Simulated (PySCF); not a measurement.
A side-by-side comparison of computed properties.

First species: C4H9N.
SMILES: `[H]/N=C\CCC`

Second species: C3H6F3O2P.
SMILES: `FC([P@@](O)(=O)CC)(F)F`

Levels: CAM-B3LYP/def2-SVPD for dipole moment, HOMO energy, LUMO energy, HOMO–LUMO gap, static isotropic polarisability and electronic spatial extent ⟨r²⟩ about the centre of nuclear charge; TDDFT CAM-B3LYP/def2-SVPD for lowest singlet excitation; TDA CAM-B3LYP/def2-SVPD for lowest triplet excitation (Tamm–Dancoff); GFN2-xTB for rotational constant A and rotational constant C. Geometries: GFN2-xTB. Each structure is a single optimised conformer of the isolated species, non-relativistic unless stated; the electronic structure was computed with PySCF and density fitting.

The conformers computed, where there is a choice (atom-mapped SMILES and torsion angles):
- `[H]/[N:5]=[CH:4]\[CH2:3][CH2:2][CH3:1]`: C1–C2–C3–C4 64°, C2–C3–C4–N5 -129°
- `[CH3:1][CH2:2][P@@:3](=[O:4])([OH:5])[C:6]([F:7])([F:8])[F:9]`: C1–C2–P3–O4 55°, C2–P3–C6–F7 76°, H–O5–P3–C2 -147°

| property | column X | column Y |
| --- | --- | --- |
| dipole moment | 3.12 D | 2.60 D |
| HOMO energy | -10.10 eV | -8.75 eV |
| LUMO energy | 0.81 eV | 1.06 eV |
| HOMO–LUMO gap | 10.91 eV | 9.81 eV |
| lowest singlet excitation | 7.80 eV | 5.24 eV |
| lowest triplet excitation (Tamm–Dancoff) | 7.49 eV | 4.45 eV |
| static isotropic polarisability | 67.7 au | 56.8 au |
| electronic spatial extent ⟨r²⟩ about the centre of nuclear charge | 1242 bohr² | 520 bohr² |
| rotational constant A | 1.708 GHz | 9.735 GHz |
| rotational constant C | 1.050 GHz | 2.623 GHz |

Q: Which column belongs to which species?

A: Column X is the second species and column Y the first. The first has 14 atoms and 40 electrons, the second 15 and 82.

Q: How does each property change from the first species to the second?

A: dipole moment +0.52 D; HOMO energy -1.35 eV; LUMO energy -0.25 eV; HOMO–LUMO gap +1.10 eV; lowest singlet excitation +2.56 eV; lowest triplet excitation (Tamm–Dancoff) +3.04 eV; static isotropic polarisability +10.9 au; electronic spatial extent ⟨r²⟩ about the centre of nuclear charge +722 bohr²; rotational constant A -8.027 GHz; rotational constant C -1.573 GHz.

On the first: The 8 singlets span 5.24 to 8.76 eV, and their oscillator strengths add up to 0.35. No computed singlet falls in the visible range (750 to 380 nm, 1.65 to 3.26 eV); S1 lies 1.98 eV above its blue end.

On the second: The vertical singlet–triplet gap S1 − T1 is 0.31 eV (TDDFT singlet less Tamm–Dancoff triplet; S1: HOMO→LUMO, weight 0.59; T1: HOMO→LUMO+1, weight 0.46). The principal polarisabilities are 63.5, 65.9 and 73.8 au; their mean is the isotropic value.
